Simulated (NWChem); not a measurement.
**A calculation on Cu2**

```xyz
2

Cu     0.0000     0.0000     1.0765
Cu     0.0000     0.0000    -1.0765
```
Charge 0, spin multiplicity 1.

The numbers come from NWChem runs, not from measurements. The geometry was optimised at PBE/def2-SVP, a minimum by its harmonic frequencies.

Symmetry labels belong to the abelian group D2h used in the runs, with the axes of the coordinates shown; states degenerate in a higher group split over its labels.

The structure started from a generated list of species.

Task: List the lowest 4 singlet excitations that CIS/def2-SVPD gives, with oscillator strengths.

Result: 
| state | symmetry | energy (eV) | wavelength (nm) | f |
|---|---|---|---|---|
| 1 | b1u | 3.15 | 394 | 0.612 |
| 2 | b2u | 3.95 | 314 | 0.643 |
| 3 | b3u | 3.95 | 314 | 0.643 |
| 4 | ag | 4.54 | 273 | 0.000 |
